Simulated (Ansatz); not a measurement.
Reading a saddle point

A first-order saddle point of SiH4Cl2F2, closed shell, PBE0-D4/def2-TZVP, with one imaginary mode of 399i cm⁻¹:

```tsv
atom	x (Å)	y (Å)	z (Å)
Si1	-0.9331	0.5063	-0.3193
Cl2	1.3506	0.6561	-0.6621
H3	-1.6233	-0.4684	-1.1770
H4	-1.4270	1.2154	0.8699
Cl5	-1.0988	2.1493	-1.6550
H6	0.7103	-1.3311	1.0139
F7	-0.4797	-0.8606	0.7627
H8	1.7732	-0.4347	0.1786
F9	1.7279	-1.4324	0.9883
```

Program: Ansatz 0.2.0. Basis: def2-TZVPP and def2-QZVPP. Cores are frozen in the correlated methods. Extrapolation: Hartree–Fock as exp(−7.88 √X), correlation as X^−2.97.

Task: Which contacts change along the imaginary mode, and what lies on either side? (A judgement: the text doesn't fix the answer.)

Result: Computed: The step is SiH₂Cl₂ ([Cl][SiH2][Cl]) + HF + HF → SiH₂ClF ([F][SiH2][Cl]) + HCl + HF, with the molecules in contact on both sides. Shortening one way: Si1–F7, Cl2–H8, H6–F9; lengthening the same way: Si1–Cl2, H6–F7, H8–F9.
```
   pair  one side (Å)  saddle (Å)  other side (Å)
 Si1–F7          2.99        1.80            1.61
 Cl2–H8          2.14        1.44            1.29
  H6–F9          1.69        1.02            0.93
Si1–Cl2          2.08        2.31            5.19
  H6–F7          0.94        1.30            1.75
  H8–F9          0.94        1.29            1.91
```

Task: Which side is lower, and how far does the saddle lie above each? (Judge from chemistry; the value comes from the calculation.)

Result: Computed: The side with Si1–F7, Cl2–H8, H6–F9 short is lower by 30.3 kJ/mol; the saddle lies 143.7 kJ/mol above it and 113.4 kJ/mol above the other (CCSD(T) at an estimated basis limit (MP2 extrapolated from triple and quadruple zeta, plus CCSD(T) − MP2 in triple zeta); electronic energies).

T1 diagnostic: at most 0.011.

Labels in which every atom is bracketed show which atoms are joined, not bond orders.

For scale, one of the runs: CCSD(T)/def2-TZVPP, 244 basis functions, launched by `ansatz run in.yaml --threads 8 --pin off --events-out ev --progress --plain --max-ram 19148MiB`. The run took 2.2 min on 8 CPU threads of an Intel Xeon (shared host), with 4.8 GiB of host memory at its peak.
